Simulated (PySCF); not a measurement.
The free ion V+ in its d4 configuration. Only this configuration is treated; at so low a charge one with s electrons may lie lower or mix in.

Method (PySCF 2.14, density fitting): CASSCF(4,5) with orbitals averaged over all microstates of the shell, strongly contracted NEVPT2 on the averaged canonical orbitals; basis x2c-TZVPall; spin-free X2C; gas phase; spin-orbit coupling by state interaction with the mean-field operator over all roots.

(1) Which term lies lowest, and with what spin?

(2) Which is the lowest state of another spin?

(3) What are the magnetic parameters?

The job took 8.9 s on one thread of Arm Neoverse N1 (shared host), with 48 basis functions, launched as `OMP_NUM_THREADS=1 python lf_run.py task.json out`.

## Answers

(1) 5D (S = 2, orbital degeneracy 5), by NEVPT2.

(2) 3P at 14015 cm⁻¹ by NEVPT2; CASSCF alone puts it at 16988 cm⁻¹ above the same ground state.

(3) The lowest spin-orbit level is 1-fold with J = 0; the next lies at 37.3 cm⁻¹. μeff is 4.69 μB at 300 K and 1.51 μB at 10 K; the free-ion value g_J√(J(J+1)) for the Hund's-rule level J = 0 is 0.00 μB.
